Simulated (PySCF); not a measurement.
Compound: C₅H₆F₃N.
Numbering: `[H]/[N:1]=[C:2]1\[CH2:3][CH2:4][C@H:5]1[C:6]([F:7])([F:8])[F:9]` (hydrogens: H10 on N1; H11, H12 on C3; H13, H14 on C4; H15 on C5)

Cartesian coordinates in Å at the PBE0-D3(BJ)/def2-SVP level; atoms count from 1:
```
atom  x, y, z in Å
N1     1.4390    1.7335    0.1303
C2     0.9133    0.5967    0.0213
C3     1.3013   -0.8526    0.2650
C4    -0.1034   -1.2748   -0.2304
C5    -0.4746    0.2081   -0.4746
C6    -1.6349    0.7338    0.3289
F7    -1.8097    2.0396    0.1522
F8    -2.7727    0.1180   -0.0197
F9    -1.4577    0.5192    1.6397
H10    2.3952    1.6528    0.4930
H11    2.1521   -1.2014   -0.3412
H12    1.5117   -1.0812    1.3218
H13   -0.1097   -1.8896   -1.1392
H14   -0.7211   -1.7688    0.5311
H15   -0.6481    0.4816   -1.5267
```

All values: PBE0/def2-SVPD (PySCF, non-relativistic), on one gas-phase PBE0-D3(BJ)/def2-SVP geometry that isn't relaxed in the solvent. The solvent is an IEF-PCM continuum (cavity from Bondi-type radii × 1.2), and excitations are vertical TDDFT with non-equilibrium linear response and a frozen core. Only the electrostatic response of the medium enters.

```tsv
run	E − E(gas) (kcal/mol)	HOMO (eV)	HOMO–LUMO gap (eV)	dipole (D)	lowest singlet (eV)	static polarisability (au)
gas	0.00	-7.86	7.04	3.92	5.13	66.5
P	-7.27	-7.85	7.21	5.13	5.27	88.2
Q	-6.81	-7.84	7.20	5.05	5.26	86.6
```

The runs were made in acetone and water. Which run belongs to which solvent?

P = water, Q = acetone. The dielectric constants are 20.49 (acetone), 78.36 (water), and the energy falls further as ε rises. The optical constants n² used for the excitations are 1.85, 1.78 in the same order. In this model the ground state sees the solvent through ε alone.

How constant is the ratio of the lowering to (ε − 1)/(2ε + 1)?

```
solvent  (ε − 1)/(2ε + 1)  E − E(gas) (kcal/mol)  ratio (kcal/mol)  polarisation term (kcal/mol)
acetone             0.464                  -6.81             -14.7                         -8.27
  water             0.490                  -7.27             -14.8                         -8.96
```

The ratio changes by +1.1 % in size from acetone to water. The polarisation term is half the interaction of the solute with the induced surface charges.
